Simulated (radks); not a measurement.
W VII, 68 electrons, occupied as [Kr] 4d10 4f14 5s1.75 5p6 5d0.25 (fractional occupations, a model configuration). Calculated with a radial shooting solver on a logarithmic mesh with Libxc functionals: Dirac Kohn-Sham, BLYP, spin-unpolarised, spherical densities, finite nucleus; open shells fill j = l - 1/2 first; Fermi nuclear charge, rms radius 5.3658 fm.

X-ray form factor f0, the Fourier transform of the density (f0(0) = 68):

sin(theta)/lambda (1/angstrom)  f0 (electrons)
0.05                                    67.554
0.1                                     66.259
0.15                                    64.236
0.2                                     61.660
0.25                                    58.724
0.3                                     55.611
0.4                                     49.419
0.5                                     43.807
0.6                                     38.969
0.8                                     31.282
1                                       25.578
1.25                                    20.631
1.5                                     17.506
2                                       13.864
